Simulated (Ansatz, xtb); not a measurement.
## Redistribution: C2H5Br + CHI3 → C2H5I + CHBrI2

Species: C2H5Br (bromoethane) `CCBr`, singlet; CHI3 (iodoform) `IC(I)I`, singlet; C2H5I (iodoethane) `CCI`, singlet; CHBrI2 `BrC(I)I`, singlet. The partners trade Br for I; both sit on C, so the bond types are kept.

Shapes, held fixed at every level: PBE0-D4/def2-TZVP. Programs: Ansatz 0.2.0, xtb 6.7.1. The zero-point and thermal change to 298 K, harmonic and unscaled (PBE0-D4/def2-TZVP), is -0.4 kJ/mol.

| level | kind | ΔH(298 K) (kJ/mol) | less CCSD(T)/def2-TZVPP | CPU time (sum over the molecules) |
| --- | --- | --- | --- | --- |
| GFN1-xTB | semi-empirical | +2.9 | +0.3 | 0.14 s |
| SPW92/def2-TZVPP | LDA | +0.3 | -2.3 | 20 s |
| r2SCAN-D4/def2-TZVPP | meta-GGA | +1.2 | -1.4 | 77 s |
| BHLYP-D4/def2-TZVPP | global hybrid | +4.8 | +2.2 | 61 s |
| wB97X-V/def2-TZVPP | range-separated hybrid | +2.9 | +0.3 | 2 min |
| MP2/def2-TZVPP | perturbation theory | +4.6 | +2.0 | – |
| CCSD(T)/def2-SVP | coupled cluster or CI | +1.1 | -1.5 | 1.8 min |
| CCSD/def2-TZVPP | coupled cluster or CI | +2.6 | 0.0 | – |
| CCSD(T)/def2-TZVPP | coupled cluster or CI | +2.6 | 0.0 | 40 min |

The highest level, CCSD(T)/def2-TZVPP, gives ΔH(298 K) = +2.6 kJ/mol; the levels span +0.3 to +4.8. That is about zero within the method's error. The column of differences is taken from that level and isn't an error. No measured value is set beside it here. For atoms past krypton def2 sets carry core potentials with scalar relativity. Relativity is left out for Br unless named. Correlated rows may include outer-core shells of Br, I, which these sets cover unevenly. Times are processor times on shared x86 and Arm servers, and rough.
